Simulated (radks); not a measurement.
Results of a calculation; reference values are marked as such.
Valence configurations of neutral strontium (all share [Kr]). Code: a radial shooting solver on a logarithmic mesh with Libxc functionals. Model: Dirac Kohn-Sham, PBE, spin-unpolarised, spherical densities, finite nucleus; open shells fill j = l - 1/2 first; Fermi nuclear charge, rms radius 4.224 fm. Energies are relative to 5s2; eigenvalues in eV.

| valence | E (eV) | e(4d3/2) | e(5p1/2) | e(5s1/2) |
|---|---|---|---|---|
| 5s2 | 0.000 | - | - | -3.526 |
| 4d2 | 4.682 | -0.881 | - | - |
| 4d1 5p1 | 4.368 | -1.587 | -1.701 | - |
| 4d1.5 5p0.5 | 4.483 | -1.160 | -1.488 | - |
| 5s1 5p1 | 2.252 | - | -1.849 | -4.153 |
| 4d0.5 5s1.5 | 1.134 | -1.052 | - | -3.362 |
| 5s1.5 5p0.5 | 1.113 | - | -1.601 | -3.854 |
| 4d1 5s1 | 2.303 | -0.918 | - | -3.278 |
| 5p2 | 4.605 | - | -2.282 | - |

NIST lists [Kr] 5s2 as the ground configuration; this level of theory agrees among the configurations tried. The energies are those of spherical spin-averaged densities, not of single terms.
